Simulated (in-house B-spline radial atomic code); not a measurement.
Co⁹⁺. Computed with a B-spline radial atomic code. Model: all-electron spherical atom, spin shells full or empty, radial basis limit, no spin-orbit coupling, Breit or QED, empty-state partial waves extrapolated as (l+1/2)^-4, RPA, G0W0 and static COHSEX of the highest shell as one setting changes (uncorrelated shells keep exact exchange).

Given: element Co; charge 9; filled core Ne; hamiltonian one-electron scalar X2C; mean-field start HSE06; highest l of empty states 9; nuclear rms radius 3.7875 fm; highest mean-field shell 3p.

Shell: 3s 1 1, 3p 3 3 (electrons up and down).

| lowest nl shells left uncorrelated | RPA correlation energy (hartree) | G0W0 level (eV) | G0W0 minus most complete (meV) | COHSEX level (eV) | linearised minus solved G0W0 (meV) |
| --- | --- | --- | --- | --- | --- |
| 0 | -1.2715 | -276.12 | 0 | -280.49 | -7.2 |
| 1 | -1.1257 | -276.1 | 12.5 | -280.48 | -7.2 |
| 2 | ? | ? | ? | ? | ? |
| 3 | ? | ? | ? | ? | ? |
| 4 | -0.38757 | -277.24 | -1123.1 | -281.2 | 5.9 |

Question: What follows for lowest nl shells left uncorrelated = 2?

Answer: RPA correlation energy -0.96751 hartree; G0W0 level -276.08 eV; G0W0 minus most complete 32.5 meV; COHSEX level -280.49 eV; linearised minus solved G0W0 -7.2 meV.

Question: What follows for lowest nl shells left uncorrelated = 3?

Answer: RPA correlation energy -0.52866 hartree; G0W0 level -275.9 eV; G0W0 minus most complete 212 meV; COHSEX level -280.14 eV; linearised minus solved G0W0 -7 meV.
